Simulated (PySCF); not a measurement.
## Two-component Hartree-Fock for Pb(52+) (lead, charge +52)

Start: [Ar] 3d10 4s2. Calculated with PySCF 2.14 in an even-tempered Gaussian basis (18 s from 3.4 bohr⁻², ratio 2.6; 15 p from 4.4 bohr⁻², ratio 2.6; 10 d from 4.4 bohr⁻², ratio 2.6; 6 f from 4.6 bohr⁻², ratio 2.8): generalised Hartree-Fock with the X2C-1e Hamiltonian and a Gaussian nucleus; spin-orbit coupling (SO) screened by Boettger's factors.

```csv
spinor shell,electrons,"ε, screened SO (eV)",weight of nominal j (screened SO),"rms radius, screened SO (bohr)"
1s1/2,2,-91387.9,1.000,0.0181
2s1/2,2,-18837.5,1.000,0.0729
2p1/2,2,-18190.7,1.000,0.0616
2p3/2,4,-15986.5,1.000,0.0698
3s1/2,2,-6613.2,1.000,0.183
3p1/2,2,-6327.2,1.000,0.174
3p3/2,4,-5806.1,1.000,0.189
3d3/2,4,-5361.3,1.000,0.165
3d5/2,6,-5249.8,1.000,0.169
4s1/2,2,-3207.7,1.000,0.365
```

| quantity | screened SO |
| --- | --- |
| E (hartree) | -18843.28449 |
| M_J | 0 |
| ⟨J²⟩ | 0.000 |
| ⟨L²⟩ | 0.098 |
| ⟨S²⟩ | 0.098 |

Breit and QED terms are absent; they matter most for the inner s and p1/2 levels.

Densities and radii are taken from the X2C orbitals without a picture-change correction, which distorts them close to the nucleus.
